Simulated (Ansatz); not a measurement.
Consider the formal hydrolysis of the Si–B bond: `B[SiH2]CS` + H₂O → `O[SiH2]CS` + BH₃.

Calculated with Ansatz (gas phase, PBE0-D4/def2-TZVP geometries, no zero-point term in ΔE). CBS: MP2 limit from def2 TZ/QZ plus the TZ coupled-cluster correction, frozen cores. This one scheme is used for every species. Each species was taken in one conformer, which may not be the lowest.

```csv
species,CCSD(T)/CBS(def2) energy (Eh)
`B[SiH2]CS`,-753.86807
H₂O,-76.37941
`O[SiH2]CS`,-803.73944
BH₃,-26.55200
```

**Question.** Work out ΔE.

**Answer.** ΔE = (-803.73944) + (-26.55200) − (-753.86807) − (-76.37941) = -0.04396 Eh = -115.4 kJ/mol.

Largest T1 diagnostic among the species: 0.011.

From PBE to PBE0 (25 % exact exchange), in def2-TZVPP and without D4, ΔE moves by −6.1 kJ/mol. In def2-TZVPP, CCSD(T) changes the Hartree–Fock value by +18.8 kJ/mol (the triples alone add +1.2 kJ/mol) and MP2 by +10.2 kJ/mol. Leaving LDA and LC-ωPBE aside and taking each functional with its dispersion term where it has one, the values, not all of them listed here, spread over 27.9 kJ/mol, from BHLYP-D4 to PBE-D4. LDA lies −3.7 kJ/mol from PBE without D4.
